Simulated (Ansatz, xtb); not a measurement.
## Relative energy of two isomers of C3H7BO

Structure I is `B1CCCO1`, a singlet and structure II is `BOC(=C)C`, a singlet. Both are isolated molecules in the gas phase, relaxed with B3LYP-D3(BJ)/def2-SVP; the shapes shown needn't be the lowest conformers.

I (Å):

```csv
atom,x (Å),y (Å),z (Å)
C,-0.6497,-1.0124,-0.3549
C,-0.1354,0.3943,-0.7349
C,-0.1880,1.1812,0.5839
B,-1.5136,-0.6748,0.9268
O,-1.2166,0.5649,1.3828
H,-2.3211,-1.3421,1.5225
H,-1.1768,-1.5311,-1.1699
H,0.1784,-1.6808,-0.0470
H,0.8725,0.4054,-1.1779
H,-0.8184,0.8550,-1.4676
H,-0.4329,2.2468,0.4580
H,0.7621,1.1160,1.1429
```

II (Å):

```yaml
atoms:
  - { symbol: C, position_ang: [-0.1860, 0.4272, -2.3583] }
  - { symbol: C, position_ang: [0.3652, 0.9118, -3.4748] }
  - { symbol: C, position_ang: [-0.7097, 1.2284, -1.2086] }
  - { symbol: B, position_ang: [0.5620, -1.8883, -2.3131] }
  - { symbol: O, position_ang: [-0.3769, -0.9285, -2.1712] }
  - { symbol: H, position_ang: [1.7083, -1.5882, -2.5503] }
  - { symbol: H, position_ang: [0.1894, -3.0265, -2.1774] }
  - { symbol: H, position_ang: [0.4821, 1.9881, -3.6061] }
  - { symbol: H, position_ang: [0.6987, 0.2530, -4.2785] }
  - { symbol: H, position_ang: [-0.6094, 2.3057, -1.3942] }
  - { symbol: H, position_ang: [-0.1665, 0.9727, -0.2830] }
  - { symbol: H, position_ang: [-1.7718, 0.9899, -1.0341] }
```

**Question.** Estimate E(II) − E(I) at the level CCSD(T)/def2-SVP + ΔMP2/def2-TZVPP.

**Answer.** Calculated at CCSD(T)/def2-SVP + ΔMP2/def2-TZVPP: E(II) − E(I) = +22.5 kcal/mol, so structure I lies lower.

How the difference moves with the method:

| level | geometry | E(II) − E(I) (kcal/mol) | departure from the last row (kcal/mol) | job, with rough time for the two |
| --- | --- | --- | --- | --- |
| GFN2-xTB | GFN2-xTB | +14.8 | −7.7 | optimisation, 0.31 s |
| HF/STO-3G | GFN2-xTB | +50.4 | +27.9 | single point, 0.38 s |
| r2SCAN-D4/def2-SVP | GFN2-xTB | +25.0 | +2.6 | single point, 3.1 s |
| B3LYP-D3(BJ)/def2-SVP | B3LYP-D3(BJ)/def2-SVP | +21.5 | −1.0 | optimisation, 58 s |
| HF/def2-SVP | B3LYP-D3(BJ)/def2-SVP | +21.1 | −1.4 | part of the CCSD(T) run |
| MP2/def2-SVP | B3LYP-D3(BJ)/def2-SVP | +24.5 | +2.0 | part of the CCSD(T) run |
| CCSD(T)/def2-SVP | B3LYP-D3(BJ)/def2-SVP | +22.7 | +0.3 | single point |
| CCSD(T)/def2-SVP + ΔMP2/def2-TZVPP | B3LYP-D3(BJ)/def2-SVP | +22.5 |  | single point, 32 s |

As drawn, II has 1 C=C, 1 B–H in place of 1 C–B, 1 C–C, 1 C–H. Structure I has a 5-membered ring, II no ring.

None of the levels shown reverses the order. The largest departure from CCSD(T)/def2-SVP + ΔMP2/def2-TZVPP is that of HF/STO-3G, 27.9 kcal/mol. The last row adds to CCSD(T) the change of the MP2 difference between the two basis sets, here −0.3 kcal/mol.

With harmonic frequencies from B3LYP-D3(BJ)/def2-SVP (ideal gas, rigid rotor, one conformer each, 298.15 K, 1 atm): on the last row, ΔE + ΔZPE = +19.3, ΔH = +20.2, ΔG = +18.3 kcal/mol.

The correlated steps freeze 5 core orbitals. Programs: Ansatz 0.2.0, xtb 6.7.1; the last row on 2 threads of Intel(R) Xeon(R) Processor @ 2.70GHz on a shared host.
